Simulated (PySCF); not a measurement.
Some computed properties have been withheld. Give your best values.

Compound: C4H12O2Si3.
Cartesian coordinates in Å at the GFN2-xTB level; atoms count from 1:
```xyz
21
C4H12O2Si3 angstrom
C     -2.9284   -1.1436    0.3750
C     -1.6743   -0.3486    0.2515
C     -1.6892    0.9976    0.2114
C     -2.8826    1.8258    0.2748
O     -4.0229    1.4433    0.4080
Si    -0.0488   -1.3141    0.1518
O      1.2052   -0.3115    0.0415
Si     2.3110    0.8580   -0.2267
Si     4.3244   -0.2087   -0.5560
H     -3.6337   -0.8651   -0.4073
H     -3.4223   -0.9174    1.3197
H     -2.7290   -2.2112    0.3226
H     -0.7530    1.5315    0.1191
H     -2.6680    2.9111    0.1848
H      0.1581   -2.0753    1.3826
H     -0.0474   -2.1421   -1.0550
H      2.2175    1.7246    0.9561
H      1.7890    1.6276   -1.3654
H      4.2186   -1.4605   -1.3166
H      5.2521    0.6516   -1.3006
H      5.0149   -0.5560    0.6924
```

```csv
property,level,value
point group of the GFN2-xTB geometry,GFN2-xTB,C1
"rotational constants A, B, C of the GFN2-xTB geometry",GFN2-xTB,?
dipole moment,PBE0/pcSseg-1,2.41 D
HOMO energy,PBE0/pcSseg-1,?
LUMO energy,PBE0/pcSseg-1,-2.06 eV
13C chemical shifts (computed TMS as zero) by class,GIAO PBE0/pcSseg-1,?
1H chemical shifts (computed TMS as zero) by class,GIAO PBE0/pcSseg-1,"10.23 (H14), 6.80 (H13), 5.84 (H17/H18), 5.16 (H15/H16), 3.52 (H19/H20/H21), 2.41 (H10/H11/H12) ppm"
"isotropic shieldings of nuclei other than C and H, by class",GIAO PBE0/pcSseg-1,?
```

The electronic properties come from PySCF, for the isolated species, density fitting. NMR classes are plain means over equivalent atoms (diastereotopic ones count apart unless rotation or inversion swaps them), as if these changed places fast; in this geometry the members of some classes differ.

(1) The isotropic shieldings of nuclei other than C and H, by class?

(2) The 13C chemical shifts (computed TMS as zero) by class?

(3) What are the rotational constants A, B, C of the GFN2-xTB geometry?

(4) The HOMO energy?

## Answers

(1) -378 (O5), 334 (O7), 376 (Si8), 391 (Si6), 469 (Si9) ppm.

(2) 193.6 (C4), 175.2 (C2), 139.2 (C3), 22.3 (C1) ppm.

(3) 2.400, 0.367, 0.323 GHz.

(4) -7.24 eV.

The rotational constants make it an asymmetric top with κ = (2B − A − C)/(A − C) = -0.96, nearer the prolate limit (−1). With B = h/(8π²I), that is 505.379 GHz u Å² over I, the principal moments of inertia are 210.5, 1375.6 and 1564.4 u Å² (most abundant isotopes). The dipole matches unit charges of opposite sign 0.50 Å apart (1 e·Å = 4.8032 D).

One conformer stands for the species.
